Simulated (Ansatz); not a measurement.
Cl₃HSeZr, SMILES `[Cl][Zr]([Cl])([Cl])[SeH]` at its PBE0-D4/def2-TZVP geometry, where that method's forces vanish. Charge 0, multiplicity 1. Zr: def2 effective core potential.

| atom | x (Å) | y (Å) | z (Å) |
| --- | --- | --- | --- |
| Cl1 | -0.112 | -2.088 | -1.220 |
| Zr2 | -0.219 | 0.110 | -0.480 |
| Cl3 | 0.329 | 1.620 | -2.146 |
| Cl4 | -2.336 | 0.496 | 0.391 |
| Se5 | 1.517 | 0.463 | 1.351 |
| H6 | 0.822 | -0.601 | 2.104 |

(1) For each bond, give half the difference of the two atoms' forces along it (eV/Å; positive pushes the atoms apart) under PBE-D4, r2SCAN-D4, B3LYP-D4, ωB97M-V in def2-TZVPP. (An estimate is asked.)

Results:

(1) The calculation gave: 
```
   bond  length (Å)  PBE-D4  r2SCAN-D4  B3LYP-D4  ωB97M-V
Cl1–Zr2       2.322    0.11       0.09      0.16     0.06
Zr2–Cl3       2.314    0.12       0.09      0.16     0.07
Zr2–Cl4       2.322    0.11       0.09      0.16     0.06
Zr2–Se5       2.548    0.11       0.04      0.10    -0.03
 Se5–H6       1.476    0.25      -0.02      0.05    -0.08
```

B3LYP here is the variant with VWN-RPA as its local correlation; programs differ in this.

Computed with Ansatz.
